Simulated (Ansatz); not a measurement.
C$_{6}$H$_{16}$AlN, SMILES `C[CH](C)[Al]([NH2])[CH](C)C`, relaxed with RKS PBE-D4/def2-SVP in Ansatz 0.2.0 from a rough embedded geometry. The force threshold is 0.03 eV/Å; the program also tests the step.

Total charge 0; spin multiplicity 1.

Start:

```xyz
24

C     0.145   -2.262   -1.283
C     0.691   -1.299   -0.245
C     2.192   -1.383   -0.188
Al    0.178    0.538   -0.580
N     0.654    1.480   -2.181
C    -0.993    1.551    0.767
C    -2.319    0.808    0.954
C    -0.234    1.615    2.101
H     0.451   -3.251   -1.115
H    -0.959   -2.142   -1.339
H     0.537   -1.915   -2.322
H     0.295   -1.607    0.739
H     2.584   -0.715    0.600
H     2.682   -1.061   -1.143
H     2.515   -2.450    0.060
H     1.232    0.808   -2.767
H    -0.187    1.710   -2.726
H    -1.175    2.594    0.389
H    -2.973    1.374    1.689
H    -2.185   -0.163    1.306
H    -2.896    0.801   -0.037
H    -0.054    0.601    2.544
H     0.697    2.164    1.939
H    -0.876    2.203    2.838
```

Problem. By how much does the energy fall, and how many steps does the optimiser take? (Best estimate.)

Solution. The calculation gave: 19.68 kcal/mol, in 8 steps, 1 of them rejected.

Problem. Which bonds change most? (Estimate.)

Solution. Ansatz gave: Al4–N5 from 1.917 to 1.793 Å; C7–H20 from 1.041 to 1.113 Å; C1–H9 from 1.049 to 1.115 Å; Al4–C6 from 2.053 to 1.991 Å.

Problem. Give the relaxed structure. (An estimate is asked.)

Solution. Ansatz gave: 
```xyz
24

C     0.167   -2.327   -1.318
C     0.700   -1.334   -0.269
C     2.236   -1.395   -0.173
Al    0.061    0.525   -0.597
N     0.486    1.286   -2.164
C    -1.015    1.542    0.734
C    -2.380    0.862    0.954
C    -0.252    1.684    2.064
H     0.516   -3.367   -1.119
H    -0.943   -2.356   -1.350
H     0.512   -2.069   -2.343
H     0.285   -1.629    0.724
H     2.638   -0.744    0.632
H     2.722   -1.075   -1.120
H     2.596   -2.430    0.035
H     1.030    0.838   -2.906
H     0.233    2.234   -2.454
H    -1.196    2.562    0.322
H    -2.988    1.395    1.722
H    -2.267   -0.184    1.315
H    -2.991    0.823    0.027
H     0.004    0.694    2.501
H     0.700    2.245    1.951
H    -0.856    2.220    2.833
```
